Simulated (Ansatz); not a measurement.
`N=C(N)BCl` at its PBE0-D4/def2-TZVP geometry, where that method's forces vanish. Charge 0, multiplicity 1.

```tsv
atom	x (Å)	y (Å)	z (Å)
N1	-0.971	0.573	1.140
C2	-0.074	0.112	0.351
N3	1.149	-0.250	0.845
B4	-0.237	-0.065	-1.205
Cl5	-1.678	0.487	-1.994
H6	-1.796	0.839	0.608
H7	1.756	-0.827	0.294
H8	1.256	-0.282	1.846
H9	0.595	-0.586	-1.884
```

Q: For each bond, give half the difference of the two atoms' forces along it (eV/Å; positive pushes the atoms apart) under PBE-D4, r2SCAN-D4, B3LYP-D4, ωB97M-V in def2-TZVPP. (Estimate.)

A: Computed: 
```
  bond  length (Å)  PBE-D4  r2SCAN-D4  B3LYP-D4  ωB97M-V
 N1–C2       1.281    0.77       0.39      0.16    -0.15
 N1–H6       1.017    0.20      -0.02     -0.08    -0.03
 C2–N3       1.367    0.06       0.14      0.19     0.27
 C2–B4       1.574   -0.41      -0.23     -0.12     0.07
 N3–H7       1.003    0.16      -0.03     -0.06    -0.08
 N3–H8       1.007    0.18      -0.02     -0.06    -0.10
B4–Cl5       1.734    0.19       0.14      0.22     0.08
 B4–H9       1.194    0.07      -0.06     -0.17    -0.19
```

B3LYP here is the variant with VWN-RPA as its local correlation; programs differ in this.
